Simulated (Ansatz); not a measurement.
MgSiH₅ClO, closed shell: a nudged elastic band.

The input file, in.yaml:

```yaml
crystal:
  periodic: [false, false, false]
  atoms:
    - {symbol: Mg, position_ang: [-0.377899, -0.868179, -0.298529]}
    - {symbol: Si, position_ang: [0.295190, 0.378031, 1.846060]}
    - {symbol: Cl, position_ang: [-1.167956, -2.606693, -1.460858]}
    - {symbol: H, position_ang: [0.272672, 1.088381, -2.259321]}
    - {symbol: O, position_ang: [-0.070557, 0.224125, -2.021426]}
    - {symbol: H, position_ang: [1.338944, -0.318866, 2.659590]}
    - {symbol: H, position_ang: [0.870587, 1.733136, 1.560820]}
    - {symbol: H, position_ang: [-0.838099, 0.633415, 2.788224]}
    - {symbol: H, position_ang: [-0.322882, -0.263451, -2.814560]}
basis:
  gaussian: {orbitals: def2-SVP}
hamiltonian: {xc: pbe0, dispersion: d4}
neb:
  images: 5
  climbing: true
  max_iterations: 40
  initial_path: idpp
  final_atoms:
    - {symbol: Mg, position_ang: [-0.467007, -0.795700, -1.309379]}
    - {symbol: Si, position_ang: [0.359210, 0.502396, 1.559651]}
    - {symbol: Cl, position_ang: [-1.033736, -2.385066, 0.099790]}
    - {symbol: H, position_ang: [0.247809, 0.611669, 0.060175]}
    - {symbol: O, position_ang: [-0.139769, 0.233699, -2.717806]}
    - {symbol: H, position_ang: [1.253152, -0.628909, 1.880993]}
    - {symbol: H, position_ang: [0.959835, 1.794652, 1.969376]}
    - {symbol: H, position_ang: [-0.998369, 0.341004, 2.118925]}
    - {symbol: H, position_ang: [-0.181126, 0.326154, -3.661725]}
```

Run by:

```bash
ansatz run in.yaml --threads 4 --pin off --events-out ev --progress --plain --max-ram 9574MiB
```

Output of Ansatz 0.2.0:

```
Functional definition: PBE0
  name "PBE0"
  cite "Adamo & Barone, J. Chem. Phys. 110, 6158 (1999) doi:10.1063/1.478522"
  cite "Perdew, Burke & Ernzerhof, Phys. Rev. Lett. 77, 3865 (1996) doi:10.1103/PhysRevLett.77.3865"
  parent pbe
  parameter a = 0.25
  parameter kappa = 0.804
  parameter beta = 0.06672455060314922
  exchange = (1 - a)*pbe_x(kappa = kappa, mu = beta*pi^2/3) + a*exact_x
  correlation = pbe_c(beta = beta)
910 factors; integrals over basis functions are off by at most 2.7e-4 eV
mean field evaluation 1: about -27949.8223 eV, gradient 4.3e1 eV
mean field evaluation 2: about -27948.1343 eV, gradient 5.5e1 eV
mean field evaluation 4: about -27953.4654 eV, gradient 1.2e0 eV
mean field evaluation 8: about -27953.5141 eV, gradient 8.5e-3 eV
mean field -27953.51408466 eV, -1027.2726950389 hartree, gradient 8.2e-5 eV, S^2 0.000000; 0 other end points of the search recorded, 0 dependent functions left out
the calculation of the forces begins
reference -27953.51412069 eV, -1027.2726963629 hartree; 28, 28 occupied and 65, 65 virtual orbitals, 910 factors
909 factors; integrals over basis functions are off by at most 9.5e-4 eV
mean field evaluation 16: about -27916.2263 eV, gradient 1.3e2 eV
mean field -27953.39815380 eV, -1027.2684346583 hartree, gradient 3.0e-5 eV, S^2 0.000000; 0 other end points of the search recorded, 0 dependent functions left out
the calculation of the forces begins
reference -27953.39819076 eV, -1027.2684360168 hartree; 28, 28 occupied and 65, 65 virtual orbitals, 909 factors
WARN: NEB end point (image 0): max|allowed force component| = 2.376e-1 eV/Å (the criterion of neb.relax_end_points is 1.000e-2). That is over neb.f_tol: it is no minimum, so the barrier can be far off. Relax it first
WARN: NEB end point (image 6): max|allowed force component| = 2.607e-1 eV/Å (the criterion of neb.relax_end_points is 1.000e-2). That is over neb.f_tol: it is no minimum, so the barrier can be far off. Relax it first
910 factors; integrals over basis functions are off by at most 6.5e-4 eV
mean field evaluation 32: about -27943.0530 eV, gradient 6.8e1 eV
mean field -27951.90529084 eV, -1027.2135729566 hartree, gradient 8.0e-5 eV, S^2 0.000000; 0 other end points of the search recorded, 0 dependent functions left out
the calculation of the forces begins
reference -27951.90532828 eV, -1027.2135743324 hartree; 28, 28 occupied and 65, 65 virtual orbitals, 910 factors
910 factors; integrals over basis functions are off by at most 4.0e-4 eV
mean field -27949.98470343 eV, -1027.1429926711 hartree, gradient 2.5e-5 eV, S^2 0.000000; 0 other end points of the search recorded, 0 dependent functions left out
the calculation of the forces begins
reference -27949.98474124 eV, -1027.1429940604 hartree; 28, 28 occupied and 65, 65 virtual orbitals, 910 factors
910 factors; integrals over basis functions are off by at most 4.0e-4 eV
mean field evaluation 64: about -27871.2397 eV, gradient 1.6e2 eV
mean field -27949.67046932 eV, -1027.1314447805 hartree, gradient 6.4e-5 eV, S^2 0.000000; 0 other end points of the search recorded, 0 dependent functions left out
the calculation of the forces begins
reference -27949.67050644 eV, -1027.1314461445 hartree; 28, 28 occupied and 65, 65 virtual orbitals, 910 factors
910 factors; integrals over basis functions are off by at most 7.9e-4 eV
mean field evaluation 96: about -27950.6429 eV, gradient 8.7e-5 eV
mean field -27950.64286503 eV, -1027.1671796638 hartree, gradient 8.7e-5 eV, S^2 0.000000; 0 other end points of the search recorded, 0 dependent functions left out
the calculation of the forces begins
reference -27950.64290336 eV, -1027.1671810722 hartree; 28, 28 occupied and 65, 65 virtual orbitals, 910 factors
910 factors; integrals over basis functions are off by at most 1.2e-3 eV
mean field -27952.28208831 eV, -1027.2274200081 hartree, gradient 3.0e-5 eV, S^2 0.000000; 0 other end points of the search recorded, 0 dependent functions left out
the calculation of the forces begins
reference -27952.28212679 eV, -1027.2274214222 hartree; 28, 28 occupied and 65, 65 virtual orbitals, 910 factors
NEB iter   1: max|band force component| = 5.013e0 eV/Å  barrier→ = 3.8267 eV  barrier← = 3.7267 eV  Δτ_max = 0.2000 Å  (179 SCF iters)
NEB iter   2: max|band force component| = 4.261e0 eV/Å  barrier→ = 2.8190 eV  barrier← = 2.7190 eV  Δτ_max = 0.2000 Å  (145 SCF iters)
NEB iter   3: max|band force component| = 1.309e1 eV/Å  barrier→ = 2.0011 eV  barrier← = 1.9011 eV  Δτ_max = 0.1018 Å  (144 SCF iters)
NEB iter   4: max|band force component| = 3.809e0 eV/Å  barrier→ = 1.6821 eV  barrier← = 1.5821 eV  Δτ_max = 0.2000 Å  (143 SCF iters)
NEB iter   5: max|band force component| = 2.016e0 eV/Å  barrier→ = 1.2206 eV  barrier← = 1.1206 eV  Δτ_max = 0.2000 Å  (144 SCF iters)
NEB iter   6: max|band force component| = 9.972e-1 eV/Å  barrier→ = 1.0769 eV  barrier← = 0.9770 eV  Δτ_max = 0.2000 Å  (144 SCF iters)
NEB iter   7: max|band force component| = 1.428e0 eV/Å  barrier→ = 0.8509 eV  barrier← = 0.7509 eV  Δτ_max = 0.1003 Å  (140 SCF iters)
NEB iter   8: max|band force component| = 1.271e0 eV/Å  barrier→ = 0.7118 eV  barrier← = 0.6118 eV  Δτ_max = 0.1014 Å  (143 SCF iters)
NEB iter   9: max|band force component| = 7.388e-1 eV/Å  barrier→ = 0.6203 eV  barrier← = 0.5203 eV  CI = image 3  Δτ_max = 0.1945 Å  (142 SCF iters)
NEB iter  10: max|band force component| = 8.742e-1 eV/Å  barrier→ = 0.7316 eV  barrier← = 0.6316 eV  CI = image 3  Δτ_max = 0.0991 Å  (144 SCF iters)
NEB iter  11: max|band force component| = 9.768e-1 eV/Å  barrier→ = 0.7865 eV  barrier← = 0.6865 eV  CI = image 3  Δτ_max = 0.1976 Å  (144 SCF iters)
NEB iter  12: max|band force component| = 5.346e-1 eV/Å  barrier→ = 0.9976 eV  barrier← = 0.8976 eV  CI = image 3  Δτ_max = 0.2000 Å  (142 SCF iters)
NEB iter  13: max|band force component| = 1.009e0 eV/Å  barrier→ = 1.1639 eV  barrier← = 1.0639 eV  CI = image 3  Δτ_max = 0.0998 Å  (142 SCF iters)
NEB iter  14: max|band force component| = 7.798e-1 eV/Å  barrier→ = 1.0625 eV  barrier← = 0.9625 eV  CI = image 3  Δτ_max = 0.0987 Å  (145 SCF iters)
NEB iter  15: max|band force component| = 4.132e-1 eV/Å  barrier→ = 1.0575 eV  barrier← = 0.9575 eV  CI = image 3  Δτ_max = 0.0927 Å  (143 SCF iters)
NEB iter  16: max|band force component| = 8.932e-2 eV/Å  barrier→ = 1.0450 eV  barrier← = 0.9451 eV  CI = image 3  Δτ_max = 0.0379 Å  (144 SCF iters)
NEB iter  17: max|band force component| = 1.199e-1 eV/Å  barrier→ = 1.0398 eV  barrier← = 0.9398 eV  CI = image 3  Δτ_max = 0.0190 Å  (140 SCF iters)
NEB iter  18: max|band force component| = 1.008e-1 eV/Å  barrier→ = 1.0386 eV  barrier← = 0.9387 eV  CI = image 3  Δτ_max = 0.0380 Å  (141 SCF iters)
NEB iter  19: max|band force component| = 1.015e-1 eV/Å  barrier→ = 1.0354 eV  barrier← = 0.9354 eV  CI = image 3  Δτ_max = 0.0380 Å  (148 SCF iters)
NEB iter  20: max|band force component| = 2.181e-1 eV/Å  barrier→ = 1.0338 eV  barrier← = 0.9338 eV  CI = image 3  Δτ_max = 0.0190 Å  (141 SCF iters)
NEB iter  21: max|band force component| = 4.865e-2 eV/Å  barrier→ = 1.0326 eV  barrier← = 0.9327 eV  CI = image 3  CI's point: of a kind that is not told: the force calls were inconclusive, a negative curvature could not be distinguished from the path's own, the only one lies far off the path, or fixed occupations may fill a level only in part  Δτ_max = 0.0000 Å  (883 SCF iters)
Total energy: -27952.61054089 eV, -1027.2394904178 hartree
Atom 0 at    -0.620679    -1.263954    -0.711367 Å, force    -0.011857     0.015600     0.011785 eV/Å
Atom 1 at     0.365734     0.689348     1.157345 Å, force    -0.003255    -0.005356     0.009373 eV/Å
Atom 2 at    -1.400683    -3.288010    -0.321944 Å, force     0.004326     0.003385     0.000152 eV/Å
Atom 3 at     0.168180     0.554409    -0.644294 Å, force    -0.008365    -0.000758    -0.003094 eV/Å
Atom 4 at    -0.163823     0.165851    -1.836686 Å, force     0.043758    -0.020902    -0.042446 eV/Å
Atom 5 at     1.356948    -0.199164     1.851690 Å, force    -0.000885    -0.001601    -0.002032 eV/Å
Atom 6 at     0.954973     2.066810     1.132115 Å, force     0.000995     0.003155    -0.000652 eV/Å
Atom 7 at    -0.856014     0.749273     2.028153 Å, force     0.003806    -0.002113    -0.006677 eV/Å
Atom 8 at     0.195363     0.525336    -2.655012 Å, force    -0.028523     0.008589     0.033591 eV/Å
Dipole moment:     0.267556     0.510133    -0.532163 e Å

[the SCF lines of later steps are left out]
```

Hardware: 4 CPU threads of an Intel Xeon, shared host. Wall time about 3.5 min.
